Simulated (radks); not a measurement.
Results of a calculation; reference values are marked as such.
The chromium ion Cr2+, configuration [Ar] 3d4. Code: a radial shooting solver on a logarithmic mesh with Libxc functionals. Model: scalar-relativistic Kohn-Sham, exchange-only B88, spin-polarised, spherical densities, point nucleus; open shells are filled with parallel spins first.

Normalised radial functions P(r) = r R(r), r in bohr:

r	2p down	3s down
0.002688	0.0034	0.0685
0.003444	0.0054	0.0859
0.004378	0.0084	0.1063
0.00561	0.0135	0.1316
0.00719	0.0214	0.1614
0.009213	0.0339	0.1956
0.01181	0.0536	0.2335
0.01501	0.0827	0.2717
0.01923	0.1284	0.3090
0.02465	0.1967	0.3382
0.03158	0.2964	0.3500
0.04047	0.4374	0.3323
0.05145	0.6213	0.2740
0.06593	0.8638	0.1596
0.08449	1.1515	-0.0135
0.1083	1.4568	-0.2308
0.1376	1.7199	-0.4440
0.1764	1.8872	-0.5972
0.226	1.8765	-0.5952
0.2896	1.6527	-0.3725
0.3712	1.2536	0.0623
0.4718	0.8055	0.5752
0.6046	0.4090	1.0110
0.7748	0.1577	1.1772
0.9929	0.0431	1.0321
1.272	0.0077	0.7008
1.617	0.0009	0.3752
2.073	0.0000	0.1473
2.656	0.0000	0.0407
3.404	0.0000	0.0073
4.362	0.0000	0.0007

2p down: eigenvalue -580.02 eV, 0 radial nodes, <r> = 0.260 bohr, 90 % of the charge inside 0.426 bohr. 3s down: eigenvalue -90.924 eV, 2 radial nodes at r = 0.0831, 0.360 bohr, <r> = 0.899 bohr, 90 % of the charge inside 1.35 bohr.
